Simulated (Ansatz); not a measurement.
The cluster Zn₂SF₂, relaxed as a singlet with RKS PBE0-D4/def2-SVP in Ansatz, starting from the GFN1-xTB geometry. Force threshold 0.02 eV/Å.

The structure comes from a short search, and lower isomers may exist.

Start:

```tsv
atom	x (Å)	y (Å)	z (Å)
Zn1	-0.205	1.181	-1.186
Zn2	0.204	-1.245	1.120
S3	0.030	0.861	0.901
F4	-0.510	1.962	-2.654
F5	0.481	-2.759	1.819
```

```csv
step,energy (eV),largest force component (eV/Å),SCF passes
1,-113067.8864,1.086,26
2,-113068.0771,0.157,30
3,-113068.1118,0.139,31
4,-113068.1206,0.214,31
5,-113068.1242,0.006,33
```

Force components are those of the run's own axes.

End:

```xyz
5

Zn   -0.2248    1.2538   -0.9647
Zn    0.2328   -1.0288    1.2002
S     0.0396    1.1134    1.1657
F    -0.4434    1.4218   -2.6837
F     0.3958   -2.7603    1.2825
```

By distances, no bond broke or formed. The bond that changes most is Zn2–F5, from 1.69 to 1.74 Å (atoms count from 1).

No frequencies were taken in this run, so the end may be a saddle point.

Run time 6 s (4 threads of Intel Xeon 6975P-C on a shared host).
